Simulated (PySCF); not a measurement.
# `[H]/N=C\C#CC[SiH2][AsH2]`, C$_{4}$H$_{8}$AsNSi

Geometry:
| atom | x (Å) | y (Å) | z (Å) |
| --- | --- | --- | --- |
| N1 | -3.718 | -0.361 | 1.009 |
| C2 | -2.848 | 0.486 | 0.660 |
| C3 | -1.659 | 0.239 | -0.066 |
| C4 | -0.703 | -0.079 | -0.735 |
| C5 | 0.499 | -0.396 | -1.445 |
| Si6 | 1.931 | -0.625 | -0.169 |
| As7 | 1.712 | 1.055 | 1.426 |
| H8 | -3.516 | -1.318 | 0.720 |
| H9 | -3.024 | 1.521 | 0.948 |
| H10 | 0.744 | 0.417 | -2.131 |
| H11 | 0.360 | -1.304 | -2.030 |
| H12 | 3.166 | -0.672 | -0.973 |
| H13 | 1.759 | -1.956 | 0.436 |
| H14 | 3.135 | 0.888 | 1.873 |
| H15 | 2.160 | 2.113 | 0.457 |

Method used: GIAO KT3/pcSseg-1 magnetisability, rotational g tensor and spin-rotation constants, non-relativistic, gas phase in PySCF 2.14.0. Geometry: GFN2-xTB.

The calculation is non-relativistic, which matters for the atoms heavier than Zn.

(1) Give the nuclear spin-rotation constants along the inertial axes (H = +C I·J) beside the isotropic shieldings.

(2) How do the rotational constants and the g tensor change when H8, H9, H10, H11, H12, H13, H14, H15 are replaced by deuterium?

Results:

(1) Rotational constants 2.0549, 0.7041, 0.5594 GHz. A star marks the isotopologue with that one atom substituted, in its own axes.
| atom | isotope | Caa (kHz) | Cbb (kHz) | Ccc (kHz) | mean (kHz) | σ (ppm) |
| --- | --- | --- | --- | --- | --- | --- |
| N1 | 14N | 0.296 | 0.139 | 0.115 | 0.184 | -87.6 |
| As7 | 75As | 2.051 | 0.702 | 0.451 | 1.068 | 1988.6 |
| H8 | 1H | -0.217 | 0.035 | 0.013 | -0.056 | 20.6 |
| H9 | 1H | -0.199 | 0.013 | -0.003 | -0.063 | 24.2 |
| H10 | 1H | -0.206 | -0.077 | 0.010 | -0.091 | 29.6 |
| H11 | 1H | -0.196 | -0.001 | -0.050 | -0.082 | 29.3 |
| H12 | 1H | -0.021 | -0.028 | -0.045 | -0.032 | 27.0 |
| H13 | 1H | -0.181 | -0.064 | 0.023 | -0.074 | 27.4 |
| H14 | 1H | 0.006 | -0.071 | -0.061 | -0.042 | 30.3 |
| H15 | 1H | -0.208 | -0.069 | -0.004 | -0.094 | 30.3 |
| C2 | 13C* | 0.621 | 0.274 | 0.168 | 0.354 | 43.7 |
| C3 | 13C* | 0.420 | 0.132 | 0.189 | 0.247 | 103.2 |
| C4 | 13C* | 0.439 | 0.160 | 0.182 | 0.260 | 94.8 |
| C5 | 13C* | 0.261 | 0.086 | 0.075 | 0.141 | 177.7 |
| Si6 | 29Si* | -1.143 | -0.387 | -0.338 | -0.623 | 402.9 |

For the geometry as given, no vibrational averaging.

(2) Constants 1.7927, 0.6522, 0.5184 GHz; g -0.0142, -0.0099, -0.0082, against -0.0163, -0.0106, -0.0088 before.
